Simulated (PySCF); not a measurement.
SMILES s1ccnc1[SiH2]c1[se]ccc1 (C7H7NSSeSi) (GFN2-xTB optimised geometry):

```
18

C      2.536     2.124     0.000
C      2.808     0.793    -0.001
Se     1.274    -0.248    -0.001
C      0.307     1.360     0.000
Si    -1.559     1.424     0.000
C     -2.060    -0.390     0.000
N     -1.195    -1.348     0.000
C     -1.756    -2.575     0.000
C     -3.115    -2.575     0.000
S     -3.707    -0.961     0.000
C      1.158     2.429     0.000
H      3.299     2.886     0.000
H      3.790     0.354    -0.002
H     -2.116     2.052     1.205
H     -2.116     2.052    -1.205
H     -1.124    -3.444     0.000
H     -3.790    -3.406     0.000
H      0.793     3.444     0.001
```

Level of theory: PySCF 2.14.0 with B3LYP/def2-SVP.

### Question
What are the frontier orbital energies and the dipole moment?

### Answer
HOMO-2 -7.19 eV, HOMO-1 -6.31 eV, HOMO -6.28 eV, LUMO -1.36 eV, LUMO+1 -0.53 eV; dipole moment 1.86 D.

On the same geometry PBE/def2-SVP (PySCF) gives HOMO-2 -6.15 eV, HOMO-1 -5.55 eV, HOMO -5.52 eV, LUMO -2.08 eV, LUMO+1 -1.24 eV; dipole moment 1.91 D.

Meta-Löwdin charges at B3LYP/def2-SVP: C1 -0.14, C2 -0.27, Se3 0.35, C4 -0.38, Si5 0.65, C6 -0.21, N7 -0.23, C8 -0.03, C9 -0.24, S10 0.25, C11 -0.11, H12 0.10, H13 0.12, H14 -0.11, H15 -0.11, H16 0.12, H17 0.13, H18 0.10.
